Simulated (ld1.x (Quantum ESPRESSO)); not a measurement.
**beryllium (Be): variants of one TM potential**

Base potential:

```
Element                 : beryllium (Be)
Generator               : ld1.x (Quantum ESPRESSO) 7.5
Type                    : norm-conserving Troullier–Martins (Kleinman–Bylander form)
Functional              : PBEsol
Relativity              : non-relativistic
Frozen core             : [He]
Valence charge          : 2
Reference configuration : 2s1.75 2p0.25
Partial waves           : 2s (bound): rc 1.30 bohr; 2p (bound): rc 4.20 bohr; 3d channel at 0.15 Ry: rc 4.50 bohr
Local potential         : the d channel
Core correction         : none
```

Cutoffs, loose and tight: the cutoffs (Ry, on a coarse ladder) from which the occupation-weighted sum of valence levels, in a spherical-Bessel basis at the reference potential, stays within 10 and 1 mRy of its value at 400 Ry. They do not see the model core or the augmentation charge, which bear on the density cutoff. Test errors are all-electron minus pseudo excitation energies from the reference, over the configurations 2s2 2p0; 2s1 2p0; 2s1.5 2p0; 2s0 2p1; 2s0 2p2; 2s1 2p1. A dash means not determined; rows that change the core or the reference have their own tests.

```csv
change,outcome,"cutoff, loose","cutoff, tight",bound ghosts,largest test error (meV)
base,generated,25 Ry,45 Ry,none,-127
reference 2s2 2p0,generated,30 Ry,50 Ry,none,-156
wave 3d channel at 0.15 Ry: rc 4.50 bohr becomes 3d channel at 0.15 Ry: rc 3.18 bohr,generated,25 Ry,45 Ry,none,-131
"all radii scaled by about 1.30 (s 1.68, p 5.44, d 5.84 bohr)",generated,10 Ry,18 Ry,none,-262
wave 2p (bound): rc 4.20 bohr becomes 2p (bound): rc 3.24 bohr,generated,25 Ry,45 Ry,none,-44
local potential the s channel,generated,25 Ry,45 Ry,none,-131
wave 2s (bound): rc 1.30 bohr becomes 2s (bound): rc 1.36 bohr,generated,10 Ry,40 Ry,none,-126
wave 3d channel at 0.15 Ry: rc 4.50 bohr becomes 3d channel at -0.2 Ry: rc 4.50 bohr,generated,25 Ry,45 Ry,none,-126
core correction a·sin(br)/r model core inside 0.70 bohr,generated,25 Ry,45 Ry,none,-155
core correction a·sin(br)/r model core inside 0.60 bohr,generated,25 Ry,45 Ry,none,-156
reference 2s1.75 2p0,generated,25 Ry,50 Ry,none,-128
```

(1) What comes out with this change to the base: core none, valence charge 4; reference 1s2 2s0.5 2p0; waves now 1s (bound): rc 0.45 bohr; 3d channel at 0.15 Ry: rc 2.75 bohr; 2p (bound): rc 3.35 bohr; local potential the p channel?

## Answers

(1) outcome: generated, misses its reference levels by 1.24 eV; cutoff, loose: over 300 Ry; cutoff, tight: over 300 Ry; bound ghosts: none; largest test error (meV): +1569.
